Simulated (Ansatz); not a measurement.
Molecule: P2H3, net charge 0, doublet state. 
Geometry from a B3LYP-D3(BJ)/def2-TZVP (Ansatz, an electronic-structure program) optimisation:
SMILES: [PH]P
```xyz
5

P      0.9614    -0.4387     0.4296
P     -0.8856     0.3194    -0.4691
H      1.6950     0.7069     0.0100
H     -1.0442     1.5226     0.2657
H     -1.7869    -0.4398     0.3160
```
Charge 0, spin multiplicity 2.

PBE beside other levels, property by property. Cores are frozen in the correlated levels unless marked. UHF or UKS for open shells. No spin-orbit coupling. Non-relativistic. Basis-set limits of correlation are two-point, X^-3; Hartree-Fock from the larger set. [CCSD(T)-MP2]/basis is that difference in the basis named. Atomisation energies are electronic, to ground-state atoms; the column to compare with has the core term from cc-pwCVTZ added, other frozen-core levels have none. Vertical energies are electronic, to the SCF solution reached for that spin. Anions need diffuse functions, of which def2-TZVPD holds fewer than the aug- sets. The coupled-cluster column (Ansatz) is a level with limits of its own: (a) RI-MP2/CBS(aug-cc-pV(T+d)Z,aug-cc-pV(Q+d)Z)+[CCSD(T)-MP2]/aug-cc-pV(T+d)Z; (b) CCSD(T)/CBS(cc-pV(T+d)Z,cc-pV(Q+d)Z).

```json
[
 {"property": "vertical electron affinity to the singlet (eV)", "PBE/def2-TZVPD (Ansatz)": "1.14", "CAM-B3LYP/def2-TZVPD (Ansatz)": "1.18", "wB97M-V/def2-TZVPD (Ansatz)": "1.23", "B2PLYP-D3(BJ)/def2-TZVPD (Ansatz + dftd3)": "1.13", "coupled cluster": "1.41 (a)"},
 {"property": "atomisation energy (kcal/mol)", "PBE/def2-TZVPD (Ansatz)": "291.5", "CAM-B3LYP/def2-TZVPD (Ansatz)": "290.5", "wB97M-V/def2-TZVPD (Ansatz)": "293.3", "B2PLYP-D3(BJ)/def2-TZVPD (Ansatz + dftd3)": "285.1", "coupled cluster": "287.5 (b)"}
]
```

As the rows show:
- vertical electron affinity to the singlet: PBE lies 0.27 eV below coupled cluster.
- atomisation energy: PBE lies 4.0 kcal/mol above coupled cluster.
